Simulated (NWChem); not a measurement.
System: Si2H3ClF2; SMILES F[Si](F)([SiH3])Cl

Computed with NWChem. Pople sets run with spherical d functions. Each level has its own optimisation; frequencies are unscaled.

| level | r F–Si (Å) | r Si–Si (Å) | r Cl–Si (Å) | r H–Si (Å) | highest harmonic frequency (cm⁻¹) | lowest (cm⁻¹) | zero-point energy (kcal/mol) | dipole (D) |
|---|---|---|---|---|---|---|---|---|
| Hartree-Fock/6-31G* | 1.583 | 2.333 | 2.044 | 1.473 | 2402 | 98 | 22.5 | 2.42 |
| B3LYP/3-21G | ? | 2.324 | ? | ? | ? | 105 | ? | ? |
| PBE-D3(BJ)/def2-SVP | 1.628 | 2.335 | 2.062 | 1.502 | 2192 | 101 | 20.1 | 1.83 |

Question: Fill in the missing entries.

Answer: 
- B3LYP/3-21G, r F–Si (Å): 1.642
- B3LYP/3-21G, r Cl–Si (Å): 2.161
- B3LYP/3-21G, r H–Si (Å): 1.490
- B3LYP/3-21G, highest harmonic frequency (cm⁻¹): 2251
- B3LYP/3-21G, zero-point energy (kcal/mol): 20.6
- B3LYP/3-21G, dipole (D): 3.40
